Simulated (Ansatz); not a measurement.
Cost and result for the atomization energy of C2H9AlBN (`B[NH][Al]([CH3])[CH3]`) (14 atoms, 13 bonds).

```xyz
14

B     0.464   -2.374    0.595
N    -0.422   -1.294    0.697
Al   -0.175    0.350   -0.031
C    -1.575    1.676    0.262
C     1.455    0.678   -1.042
H     0.215   -3.429    1.113
H     1.486   -2.232   -0.021
H    -1.265   -1.475    1.226
H    -1.928    2.093   -0.687
H    -1.192    2.523    0.843
H    -2.443    1.279    0.794
H     1.520    0.016   -1.911
H     1.516    1.709   -1.401
H     2.344    0.479   -0.437
```

Total charge 0; spin multiplicity 1. The structure was optimised at the PBE0-D4/def2-TZVP level. It is one conformer, not always the lowest. Program: Ansatz. All runs use 4 threads of an Arm Neoverse V2 on a shared host. Times are those of one run each, without the atoms' runs, and a repeat can differ threefold. Electronic energies, without spin–orbit coupling; frozen cores. CCSD(T)/CBS adds CCSD(T) − MP2 in def2-TZVPP to the MP2 limit, and its time is that of the two runs behind it. T1 = 0.011. B3LYP takes the VWN-RPA correlation (the form of Gaussian; ORCA's B3LYP/G).

CCSD(T)/CBS is a level of theory with its own doubt, some kJ/mol a heavy atom from the limit and from the frozen cores, so smaller differences don't rank the functionals.

| level | functions | atomization (kcal/mol) | difference from CCSD(T)/CBS | per bond |
| --- | --- | --- | --- | --- |
| ωB97X-V/def2-TZVPP | 292 | 1236.6 | 4.7 | 0.4 |
| r2SCAN-D4/def2-TZVPP (with forces) | 292 | 1237.0 | 5.1 | 0.4 |
| MP2/def2-QZVPP | 568 | 1231.6 | -0.3 | 0.0 |
| B3LYP-D4/def2-TZVPP (with forces) | 292 | 1238.1 | 6.2 | 0.5 |
| ωB97M-V/def2-TZVPP (with forces) | 292 | 1239.4 | 7.5 | 0.6 |
| CCSD(T)/CBS(def2) | – | 1231.9 | 0.0 | 0.0 |
| PBE0-D4/def2-TZVPP | 292 | 1234.1 | 2.2 | 0.2 |
| PBE-D4/def2-TZVPP (with forces) | 292 | 1246.9 | 15.0 | 1.2 |
| CCSD(T)/def2-TZVPP | 292 | 1203.8 | -28.1 | -2.2 |
| B2PLYP/def2-TZVPP | 292 | 1224.3 | -7.6 | -0.6 |

Task: Order the runs by time, with rough figures. (Estimate.)

Result: The calculation gave: PBE-D4/def2-TZVPP (with forces) 3 s; PBE0-D4/def2-TZVPP 3.6 s; r2SCAN-D4/def2-TZVPP (with forces) 6 s; B3LYP-D4/def2-TZVPP (with forces) 6 s; B2PLYP/def2-TZVPP 6.5 s; ωB97X-V/def2-TZVPP 9 s; ωB97M-V/def2-TZVPP (with forces) 14 s; MP2/def2-QZVPP 32 s; CCSD(T)/def2-TZVPP 4 min; CCSD(T)/CBS(def2) 4.5 min.

The D4 term adds +9.2 kcal/mol with B3LYP and +4.9 kcal/mol with PBE0; it sums over pairs of atoms, weighted by their polarisabilities, and B3LYP, whose exchange is more repulsive, gets the larger term. In def2-TZVPP, CCSD(T) changes the Hartree–Fock value by +268.7 kcal/mol (the triples alone add +13.8 kcal/mol) and MP2 by +279.8 kcal/mol; breaking electron pairs costs correlation energy, which Hartree–Fock lacks. From PBE to PBE0 (25 % exact exchange), in def2-TZVPP and without D4, the atomization energy moves by −11.9 kcal/mol: exact exchange takes away binding that semilocal exchange gives to molecules.
